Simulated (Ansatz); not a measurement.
Abridged output of a molecular run in Ansatz:

```
Functional definition: HF
1037 factors; integrals over basis functions are off by at most 1.3e-3 eV
mean field evaluation 1: about -5331.9798 eV, gradient 3.4e1 eV
mean field evaluation 2: about -5332.1307 eV, gradient 3.3e1 eV
mean field evaluation 4: about -5335.3484 eV, gradient 4.8e0 eV
mean field evaluation 8: about -5335.4285 eV, gradient 3.3e-1 eV
mean field evaluation 16: about -5335.1947 eV, gradient 4.8e0 eV
mean field -5335.42954324 eV, -196.0734192300 hartree, gradient 4.4e-6 eV, S^2 0.000000; 0 other end points of the search recorded, 0 dependent functions left out
5 core orbitals not correlated: weight in the atoms' cores, before any rotation towards them, 1.000 or more for the frozen orbitals, at most 0.000 for the correlated occupied ones
reference -5335.42954324 eV, -196.0734192300 hartree; 13, 13 occupied and 82, 82 virtual orbitals, 1037 factors
second order -17.46678358 eV of doubles, -0.00000000 eV of singles
cycle   1  -18.10115058 eV  change   -6.3e-1 eV  update   9.2e-2
cycle   2  -18.58894426 eV  change   -4.9e-1 eV  update   2.6e-2
cycle   3  -18.67693704 eV  change   -8.8e-2 eV  update   1.1e-2
cycle   4  -18.67601008 eV  change    9.3e-4 eV  update   2.7e-3
cycle   5  -18.67697927 eV  change   -9.7e-4 eV  update   1.0e-3
cycle   6  -18.67684111 eV  change    1.4e-4 eV  update   3.2e-4
cycle   7  -18.67678689 eV  change    5.4e-5 eV  update   1.1e-4
cycle   8  -18.67679845 eV  change   -1.2e-5 eV  update   3.4e-5
cycle   9  -18.67678561 eV  change    1.3e-5 eV  update   1.1e-5
perturbative correction -0.67227347 eV, -0.0247055945 hartree
Total energy: -5354.77860233 eV, -196.7844840362 hartree
```

Its atoms:

Z-matrix (Å, degrees):
```
C
B 1 1.545
H 1 1.092 2 112.5
H 1 1.096 2 108.9 3 119.2
H 1 1.092 2 112.1 3 -123.4
N 2 1.430 1 144.9 3 -17.5
C 2 1.452 1 161.3 3 166.1
C 7 1.472 2 166.0 1 -3.2
H 8 1.093 7 109.7 2 59.0
H 8 1.092 7 111.4 2 -179.3
H 8 1.093 7 109.7 2 -57.6
```

Q: Which basis set was used?
A. def2-TZVPP
B. cc-pV(T+d)Z
C. def2-TZVPPD
D. def2-SVP

A: D. It gives 100 functions.

Q: Write the keys of the input that set method, charge and spin (a neutral closed shell needs none for the last two).

A: 
```yaml
correlation: {method: ccsd_t}
```
